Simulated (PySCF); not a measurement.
Kr: ionisation energy

Kr [Kr] (1S) → Kr+ [Ar] 3d10 4s2 4p5 (2P), as a difference of total energies. Calculation: PySCF 2.14, in def2-QZVPPD; no relativity, point nucleus. Correlated levels: valence: [Ar] 3d10 frozen; valence and next inner shell: [Ne] frozen. The calculations carry no spin-orbit coupling.

Problem. Order these methods by the ionisation energy they give, lowest first.
A. PBE0
B. r2SCAN0
C. SCS-MP2 (valence and next inner shell)
D. wB97M-V

Solution. D (14.036 eV), A (14.092 eV), C (14.124 eV), B (14.155 eV).

A first-order spin-orbit estimate (lowest level to lowest level, LS coupling) adds -0.197 eV.

These non-relativistic numbers lack the scalar-relativistic shift.

Errors of the correlated levels include the incompleteness of this basis and the frozen core.

For comparison: 14.000 eV (measured; NIST Atomic Spectra Database, ionization energies).
